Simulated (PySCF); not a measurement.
CH4FGaO2, SMILES [OH][Ga]([F])[O]C.

The structure is a stationary point at PBE0-D3(BJ)/def2-SVP. The structure was generated by enumeration; whether it is a known compound was not checked. The values are those of a single conformer.

These are TDA-PBE0/def2-SVPD (PySCF) values and carry that method's errors.

Vertical excitations. Isolated molecule, no solvent.

```csv
state,energy (eV),λ (nm),f,main pairs
S1,5.51,225,0.006,HOMO→LUMO 97 %
S2,6.11,203,0.025,HOMO−1→LUMO 91 %
S3,6.69,185,0.040,HOMO−2→LUMO 97 %
S4,7.30,170,0.004,HOMO−1→LUMO+1 98 %
S5,7.36,169,0.117,HOMO→LUMO+1 87 %
S6,7.47,166,0.052,"HOMO−3→LUMO 83 %, HOMO−2→LUMO+1 13 %"
S7,8.07,154,0.023,"HOMO→LUMO+2 67 %, HOMO→LUMO+3 31 %"
S8,8.24,150,0.057,HOMO−4→LUMO 90 %
S9,8.33,149,0.001,"HOMO→LUMO+3 64 %, HOMO→LUMO+2 29 %"
S10,8.37,148,0.056,HOMO−5→LUMO 93 %
T1,5.16,240,0,HOMO→LUMO 95 %
T2,5.61,221,0,HOMO−1→LUMO 94 %
T3,6.18,201,0,HOMO−2→LUMO 95 %
T4,6.44,192,0,HOMO→LUMO+1 96 %
```
Triplets are in the Tamm–Dancoff approximation.
